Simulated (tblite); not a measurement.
Species: C₄H₁₁AlO₂Si.
Structure used (GFN2-xTB), in Å, numbered top down from 1:
```
atom  x, y, z in Å
C1     2.7361   -0.7983   -0.9347
C2     1.8732    0.0617   -0.0266
O3     0.5165   -0.2569   -0.2819
C4    -0.4353    0.4026    0.4255
C5    -0.3863    1.3466    1.3672
Al6   -2.3344    1.5724    1.6918
O7    -1.6666   -0.0220    0.0604
Si8   -1.8303   -1.1842   -1.1057
H9     2.4948   -0.5984   -1.9751
H10    3.7858   -0.5787   -0.7632
H11    2.5543   -1.8506   -0.7338
H12    2.1026   -0.1355    1.0292
H13    2.0420    1.1284   -0.2264
H14    0.5721    1.7249    1.7001
H15   -3.6440    0.9694    1.1222
H16   -2.6689    2.6047    2.7827
H17   -1.2593   -0.6919   -2.3587
H18   -1.1787   -2.4133   -0.6549
H19   -3.2835   -1.2715   -1.1256
```

All values are computed: GFN2-xTB (tblite) harmonic vibrations without scaling, gas phase. This tight-binding method is rough: wavenumbers can miss measured ones by several per cent, in bad cases by 10 to 20. Modes of hydrogen on aluminium and silicon can be 10 to 20 % off. One conformer, not necessarily the lowest. The optimisation stopped once no atom felt more than 0.01 eV/Å.

Lowest wavenumbers of the output (negative numbers stand for imaginary wavenumbers):
```
mode    cm-1
  1    -266.8
  2      46.1
  3      81.8
  4      95.2
  5     107.8
  6     109.7
  7     136.7
  8     204.2
  9     215.4
 10     227.0
```

Is this structure a minimum?

No. 1 mode is imaginary beyond 20i (267i cm⁻¹), so at this level the point lies at or near a first-order saddle.

Which atoms move in the imaginary mode?

267i: H16 (Al–H hydrogen) 53 %, H15 (Al–H hydrogen) 42 %. These are shares of the mass-weighted motion.

What is the remedy?

Step along that mode in both directions, optimise again with tighter thresholds and repeat the frequencies. The zero-point energy of this point (82.7 kcal/mol) counts the 50 real modes alone, and thermal corrections from it aren't those of a minimum.
